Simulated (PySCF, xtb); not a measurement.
AlCl₂I, SMILES [Cl][Al]([Cl])[I].

GFN2-xTB (xtb 6.7.1) at its own geometry gives an orbital gap of 4.17 eV and a dipole moment of 4.31 D.

The structure is a stationary point at B3LYP-D3(BJ)/def2-SVP. The def2 effective core potentials stand for the cores of I; spin–orbit coupling is left out.

**Question.** What does PySCF with PBE0/def2-TZVPD give? (An estimate is asked for; the answer gives what the named calculation found.)

**Answer.** gap 6.48 eV (levels -8.24 and -1.76 eV), dipole 0.69 D.
